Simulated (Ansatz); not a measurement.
One change: `C=C=C(Cl)O[SiH3]` becomes `C=C=C(S)O[SiH3]`.

Ansatz, PBE0-D4/def2-TZVP geometries, multiplicity 1. Each molecule was computed in one conformer, which needn't be the lowest.

```json
{"property": "HOMO–LUMO gap (PBE/def2-TZVPP) / eV", "`C=C=C(Cl)O[SiH3]`": "3.82"}
{"property": "LUMO energy (B3LYP/def2-TZVPP) / eV", "`C=C=C(Cl)O[SiH3]`": "-1.07"}
{"property": "size of the dipole moment (B3LYP/def2-TZVPP) / D", "`C=C=C(Cl)O[SiH3]`": "0.72"}
{"property": "HOMO energy (ωB97M-V/def2-TZVPP) / eV", "`C=C=C(Cl)O[SiH3]`": "-9.04"}
{"property": "LUMO energy (ωB97M-V/def2-TZVPP) / eV", "`C=C=C(Cl)O[SiH3]`": "1.24"}
{"property": "HOMO energy (PBE/def2-TZVPP) / eV", "`C=C=C(Cl)O[SiH3]`": "-5.68"}
```

What does the change do to each property? (Estimate.)

Computed: 
| property | `C=C=C(S)O[SiH3]` | shift |
| --- | --- | --- |
| HOMO–LUMO gap (PBE/def2-TZVPP) / eV | 3.28 | -0.54 |
| LUMO energy (B3LYP/def2-TZVPP) / eV | -1.12 | -0.05 |
| size of the dipole moment (B3LYP/def2-TZVPP) / D | 1.72 | 1.00 |
| HOMO energy (ωB97M-V/def2-TZVPP) / eV | -8.43 | 0.61 |
| LUMO energy (ωB97M-V/def2-TZVPP) / eV | 1.08 | -0.16 |
| HOMO energy (PBE/def2-TZVPP) / eV | -5.17 | 0.51 |

With PBE0 the HOMO rises by 0.56 eV and the LUMO falls by 0.07 eV, so the gap narrows by about 0.63 eV. PBE moves the HOMO by 0.51 eV and ωB97M-V by 0.61 eV. Dipoles are sizes alone; their direction can turn.

B3LYP here is the variant with VWN-RPA as its local correlation; programs differ in this.
